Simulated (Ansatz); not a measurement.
Zn₄O₄H₁₄, relaxed as a singlet with RKS r2SCAN-D4/def2-SVP in Ansatz, starting from a model built from a lattice or polyhedron. Force threshold 0.03 eV/Å.

In the singlet geometry the species has come apart into loosely held pieces. In the singlet, H13 and H16 lie 0.77 Å apart (atoms count from 1), so H2 has formed as a molecule.

Start:

```xyz
22

Zn    2.067   -0.372   -0.015
O     1.475    1.432   -0.623
Zn   -0.712   -1.677   -1.048
O     0.494   -1.465    0.504
O    -1.314    0.103   -1.670
Zn   -0.527    1.509   -0.522
Zn   -0.463   -0.554    1.985
O    -1.096    1.253    1.382
H     2.879   -1.073   -1.176
H     3.020   -0.204    1.190
H     1.726    1.534   -1.592
H     1.829    2.108   -0.077
H     0.056   -2.391   -2.219
H    -1.924   -2.546   -0.660
H     0.809   -2.356    0.799
H    -1.047    0.237   -2.600
H    -2.318    0.158   -1.607
H    -0.985    2.902   -0.982
H     0.455   -0.387    3.171
H    -1.685   -1.411    2.380
H    -0.688    1.915    1.943
H    -2.049    1.285    1.437
```

(1) Estimate the energy that the relaxation releases and the steps that it takes.

(2) Does the start keep its bonding and symmetry?

(3) Predict the relaxed structure.

Answers

(1) 183.9 kcal/mol, in 55 steps; 2.4 min on 2 threads of AMD EPYC 7R13 on a shared host and a share (18 GiB) of an NVIDIA H100 80GB HBM3. No frequencies were taken in this run, so the end may be a saddle point.

(2) Bonds lost: Zn1–O2, Zn3–O5, Zn3–H13, O5–H16, Zn7–O8 (atoms count from 1). Bonds formed: Zn1–H19, Zn3–H9, O5–Zn7 (atoms count from 1). Metal–metal contacts that move far: Zn1–Zn3 3.24 to 2.70 Å, Zn1–Zn7 3.23 to 2.72 Å. The end holds 2 separate pieces.

(3) 
```xyz
22

Zn    1.6241   -1.0637    1.1625
O     0.9720    1.6213   -1.0223
Zn    0.8688   -2.1453   -1.1962
O    -0.0818   -2.2073    0.5474
O    -1.5136    0.3823   -0.2520
Zn   -0.9732    2.2258   -0.6336
Zn   -1.0515   -0.6046    1.3959
O    -0.3092    2.5424    1.3393
H     1.7088   -0.7692   -0.6559
H     2.8492   -1.7069    1.8545
H     1.2037    0.6649   -0.8971
H     1.4830    1.9320   -1.7810
H    -0.5455   -1.1421   -2.5128
H     1.0618   -3.2380   -2.2639
H    -0.2564   -3.0692    0.9512
H    -0.7804   -0.7157   -1.9114
H    -2.4268    0.2054   -0.5167
H    -1.6230    3.3664   -1.4441
H     0.5777    0.1766    1.6208
H    -2.0038   -0.8026    2.6086
H     0.1980    1.7281    1.5745
H    -0.9819    2.6193    2.0322
```
Bond lengths (bridged metal pairs left out): 7 × O–Zn 1.96 to 2.14 Å; 7 × H–Zn 1.54 to 1.82 Å; 6 × H–O 0.97 to 0.99 Å.
